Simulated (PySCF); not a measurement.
## Computed data sheet: `[C-]#[N+]C1CCCCC1`

C7H11N.
Geometry (GFN2-xTB, Å), atoms numbered from 1 in this order:
```xyz
19
C7H11N angstrom
C     -0.2893    3.6373    0.5388
N     -0.2224    2.5449    0.1463
C     -0.1385    1.2157   -0.2938
C     -1.2766    0.3895    0.3136
C     -1.1815   -1.0563   -0.1631
C      0.1701   -1.6571    0.2136
C      1.3080   -0.8288   -0.3769
C      1.2183    0.6191    0.0945
H     -0.2360    1.2233   -1.3883
H     -1.1984    0.4270    1.4028
H     -2.2376    0.8240    0.0297
H     -1.3046   -1.0897   -1.2485
H     -1.9878   -1.6415    0.2827
H      0.2654   -1.6799    1.3017
H      0.2332   -2.6848   -0.1489
H      2.2697   -1.2502   -0.0782
H      1.2523   -0.8606   -1.4678
H      1.3256    0.6628    1.1810
H      2.0205    1.2146   -0.3466
```

Structural features include: isocyanide.

**GFN2-xTB geometry**

* Point group of the GFN2-xTB geometry: Cs
* Rotational constants A, B, C of the GFN2-xTB geometry: 4.302, 1.497, 1.198 GHz

**PBE0/pcSseg-1 ground state and GIAO shieldings, non-relativistic (PySCF)**

- Dipole moment: 4.21 D
- HOMO energy: -8.39 eV
- LUMO energy: 0.89 eV
- HOMO–LUMO gap: 9.28 eV
- Lowest Hirshfeld atomic charge: -0.12 e on C1
- Highest Hirshfeld atomic charge: +0.05 e on C3/H9
- 13C chemical shifts (computed TMS as zero) by class: 179.4 (C1), 50.5 (C3), 39.3 (C4/C8), 29.2 (C6), 28.8 (C5/C7) ppm
- 1H chemical shifts (computed TMS as zero) by class: 3.16 (H9), 2.31 (H11/H19), 1.85 (H13/H16), 1.71 (H15), 1.52 (H10/H18), 1.21 (H12/H17), 1.15 (H14) ppm
- Isotropic shieldings of nuclei other than C and H, by class: 61 (N2) ppm
- Mayer bond orders between heavy atoms: C1–N2 2.37, N2–C3 0.81, C3–C4 1.00, C4–C5 1.04, C5–C6 1.03, C6–C7 1.04, C7–C8 1.04, C8–C3 1.00

Monoisotopic mass from the formula: 109.0891 u.

The dipole equals about 14.1 × 10⁻³⁰ C·m (1 D = 3.33564 × 10⁻³⁰ C·m). The rotational constants make it an asymmetric top with κ = (2B − A − C)/(A − C) = -0.81, nearer the prolate limit (−1). A dipole of 4.21 D is allowed in Cs, and pure rotational transitions are dipole-allowed. With B = h/(8π²I), that is 505.379 GHz u Å² over I, the principal moments of inertia are 117.5, 337.6 and 421.9 u Å² (most abundant isotopes); the inertial defect Ic − Ia − Ib is -33.2 u Å² (zero for a rigid planar frame, negative otherwise).

Geometry: GFN2-xTB, one conformer, isolated molecule.
